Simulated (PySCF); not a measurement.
# Dipole moment and polarisability of `Cn1nncc1[SiH3]`

C3H7N3Si.
Structure used (GFN2-xTB), in Å, numbered top down from 1:
```
atom  x, y, z in Å
C1    -1.0290   -1.4986    0.4312
N2    -0.9298   -0.0876    0.2154
N3    -1.9888    0.6989    0.3354
N4    -1.6366    1.9067    0.0905
C5    -0.3275    1.9266   -0.1961
C6     0.1697    0.6340   -0.1243
Si7    1.8755   -0.0728   -0.4012
H8    -2.0589   -1.7165    0.7090
H9    -0.7707   -2.0451   -0.4775
H10   -0.3593   -1.8103    1.2340
H11    0.1843    2.8358   -0.4347
H12    2.7624    1.0249   -0.7698
H13    2.3164   -0.7241    0.8369
H14    1.7915   -1.0725   -1.4710
```

Level: CAM-B3LYP/def2-SVPD (PySCF), static field, nuclei fixed, core orbitals frozen in the response. The polarisability tensor in these axes (au):

```
x   91.80 -4.33 -6.65
y   -4.33 88.53 -3.22
z   -6.65 -3.22 60.35
```

Task: Diagonalise the tensor; give its mean and Δα, where Δα² is half the sum of the squared differences of the eigenvalues.

Result: Principal values 58.46, 86.99 and 95.22 au; mean 80.22 au = 11.89 Å³ = 13.23 × 10⁻⁴⁰ C²·m²/J; Δα = 33.42 au (42 % of the mean).

Task: What is the dipole moment, and where does it point?

Result: (3.26, -3.04, -0.29) D, 4.46 D in size, pointing from the negative to the positive side. Measured along this direction, the outermost atoms are N4 at the negative end and H14 and H13 at the positive end.

Task: Find the Langevin capture rate constant for NH4+ (18.034 u) meeting this molecule (113.041 u), k = 2.342 × 10⁻⁹ cm³/s × √(α in Å³ / reduced mass in u).

Result: The reduced mass is 15.55 u, so k = 2.05 × 10⁻⁹ cm³/s. The formula leaves out the permanent dipole, which adds to the capture rate.

Task: What depolarisation ratio follows for Rayleigh scattering of linearly polarised light, taking the static tensor?

Result: ρ = 3Δα²/(45ᾱ² + 4Δα²) = 3350.8/(289616 + 4467.7) = 0.0114.

Task: What molar refraction does this α imply?

Result: Lorentz–Lorenz: R = (4π/3)N_A α = 2.5225 cm³/(mol·Å³) × 11.89 Å³ = 30.0 cm³/mol, in the limit of long wavelengths.

Task: Sum over states: ᾱ = Σ f/ω², ω in Eh. What share falls to these 8 lowest TDDFT singlets (eV, f)? 5.68, 0.0060; 6.46, 0.2251; 6.96, 0.0508; 6.99, 0.0022; 7.04, 0.0057; 7.21, 0.0002; 7.57, 0.0043; 7.66, 0.0007.

Result: They add up to 5.09 au, 6.3 % of the 80.22 au; the largest single term is 3.99 au, from the state at 6.46 eV. Terms in order: 0.14, 3.99, 0.78, 0.03, 0.09, 0.00, 0.06, 0.01 au. Higher excitations give the rest. The strengths listed sum to 0.295.

Task: What would n − 1 = 2πNα be for an ideal gas of these molecules at 400 K and 1 atm, electronic part alone?

Result: N = p/kT = 1.8347 × 10¹⁹ cm⁻³, so n − 1 = 2π × N × 11.89 × 10⁻²⁴ cm³ = 1370 × 10⁻⁶ at long wavelengths, for an ideal gas.

Isolated species at its GFN2-xTB geometry, gas phase.
